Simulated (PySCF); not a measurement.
Some computed properties have been withheld. Give your best values.

Compound: C₈H₇ClP₂.
SMILES: `C=C/P=P/c1ccc(Cl)cc1`

Conformer (atom-mapped SMILES and torsion angles): `[CH2:1]=[CH:2]/[P:3]=[P:4]/[c:5]1[cH:6][cH:7][c:8]([Cl:9])[cH:10][cH:11]1`: C1–C2–P3–P4 180°, P3–P4–C5–C6 0°.

```json
{"property": "point group of the GFN2-xTB geometry", "level": "GFN2-xTB", "value": "Cs"}
{"property": "rotational constants A, B, C of the GFN2-xTB geometry", "level": "GFN2-xTB", "value": "?"}
{"property": "dipole moment", "level": "PBE0/pcSseg-1", "value": "?"}
{"property": "HOMO energy", "level": "PBE0/pcSseg-1", "value": "?"}
{"property": "LUMO energy", "level": "PBE0/pcSseg-1", "value": "?"}
{"property": "13C chemical shifts (computed TMS as zero) by class", "level": "GIAO PBE0/pcSseg-1", "value": "155.5 (1 C), 150.5 (1 C), 148.2 (1 C), 142.3 (1 C), 136.8 (2 C), 134.3 (2 C) ppm"}
{"property": "1H chemical shifts (computed TMS as zero) by class", "level": "GIAO PBE0/pcSseg-1", "value": "8.66 (2 H), 8.39 (1 H), 7.64 (2 H), 6.91 (1 H), 6.54 (1 H) ppm"}
{"property": "isotropic shieldings of nuclei other than C and H, by class", "level": "GIAO PBE0/pcSseg-1", "value": "?"}
```

Electronic properties: PySCF, gas phase, density fitting. GFN2-xTB frequencies show an imaginary mode (25i cm⁻¹), so this geometry is no minimum at that level. NMR classes are plain means over equivalent atoms (diastereotopic ones count apart unless rotation or inversion swaps them), as if these changed places fast; in this geometry the members of some classes differ.

(1) The HOMO energy?

(2) Give the LUMO energy.

(3) What are the rotational constants A, B, C of the GFN2-xTB geometry?

(4) The dipole moment?

(5) What are the isotropic shieldings of nuclei other than C and H, by class?

Results:

(1) -6.54 eV.

(2) -2.96 eV.

(3) 3.191, 0.263, 0.243 GHz.

(4) 1.08 D.

(5) -264 (1 P), -224 (1 P), 697 (1 Cl) ppm.

The rotational constants make it an asymmetric top with κ = (2B − A − C)/(A − C) = -0.99, nearer the prolate limit (−1). The dipole matches unit charges of opposite sign 0.23 Å apart (1 e·Å = 4.8032 D). With B = h/(8π²I), that is 505.379 GHz u Å² over I, the principal moments of inertia are 158.4, 1918.6 and 2077.0 u Å² (most abundant isotopes); the inertial defect Ic − Ia − Ib is 0.0 u Å² (zero for a rigid planar frame, negative otherwise).

For the NMR shielding job (PBE0/pcSseg-1), time: 62 s (with the writing of density and orbital grids); peak memory 1.1 GiB. Hardware: Arm Neoverse V2, one thread (shared host).

One conformer stands for the species.
